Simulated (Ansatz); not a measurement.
Program: Ansatz. Geometries: PBE0-D4/def2-TZVP. ΔE: electronic, gas phase. CBS: MP2 limit from def2 TZ/QZ plus the TZ coupled-cluster correction, frozen cores. This one scheme is used for every species. DFT in def2-TZVPP. Each species was taken in one conformer, which may not be the lowest.

Reaction (ligand exchange at the Si–O bond): `BO[SiH2]F` + `O[SiH](O)O` → `O[SiH](O)O[SiH2]F` + `BO`

`BO[SiH2]F`:

```xyz
8

B     0.144    0.993    1.203
O    -0.586    0.192    0.396
Si   -0.176   -0.782   -0.861
F    -0.679   -0.087   -2.199
H    -0.435    1.629    2.035
H     1.339    1.043    1.074
H     1.293   -0.931   -0.942
H    -0.900   -2.057   -0.705
```

`O[SiH](O)O`:

Cartesian coordinates in Å:
```
O 0.090 0.201 -1.626
Si -0.112 0.324 -0.014
O 1.123 -0.293 0.874
O -1.424 -0.543 0.427
H 0.006 -0.670 -2.019
H -0.253 1.773 0.230
H 1.972 0.147 0.828
H -1.402 -0.939 1.299
```

`O[SiH](O)O[SiH2]F`:

Z-matrix (Å, degrees):
```
Si
O 1 1.638
O 1 1.625 2 104.3
O 1 1.629 2 113.3 3 -120.7
H 1 1.472 2 112.1 3 120.6
H 2 0.958 1 117.9 3 179.3
Si 3 1.620 1 148.0 2 29.0
H 4 0.959 1 118.7 2 65.4
F 7 1.592 3 107.7 1 148.2
H 7 1.479 3 111.0 1 30.6
H 7 1.478 3 110.1 1 -95.2
```

`BO`:

Z-matrix (Å, degrees):
```
B
O 1 1.348
H 1 1.196 2 116.8
H 1 1.202 2 120.7 3 -180.0
H 2 0.961 1 113.5 3 180.0
```

| level | ΔE (kcal/mol) | difference from CCSD(T)/CBS |
| --- | --- | --- |
| LDA (SPW92) | -6.1 | 0.2 |
| CAM-B3LYP-D4 | -6.8 | -0.5 |
| ωB97X-V | -6.3 | 0.0 |
| ωB97M-V | -6.3 | 0.0 |
| PBE-QIDH | -6.2 | 0.1 |
| HF/def2-TZVPP | -6.2 | 0.1 |
| SCS-MP2/def2-TZVPP | -6.3 | 0.0 |
| CCSD/def2-TZVPP | -6.4 | -0.1 |
| CCSD(T)/def2-TZVPP | -6.4 | -0.1 |
| MP2/def2-QZVPP | -6.2 | 0.1 |
| CCSD(T)/CBS | -6.3 | 0 |

Largest T1 diagnostic among the species: 0.014.

Leaving LDA and LC-ωPBE aside and taking each functional with its dispersion term where it has one, the values, not all of them listed here, spread over 0.8 kcal/mol, from BHLYP-D4 to B2PLYP. At CCSD(T), def2-SVP lies −2.1 kcal/mol from the extrapolated value and def2-TZVPP −0.1 kcal/mol. The D4 term adds −0.7 kcal/mol with B3LYP and −0.5 kcal/mol with PBE0; it sums over pairs of atoms, weighted by their polarisabilities, and B3LYP, whose exchange is more repulsive, gets the larger term.

B3LYP here is the variant with VWN-RPA as its local correlation; programs differ in this.
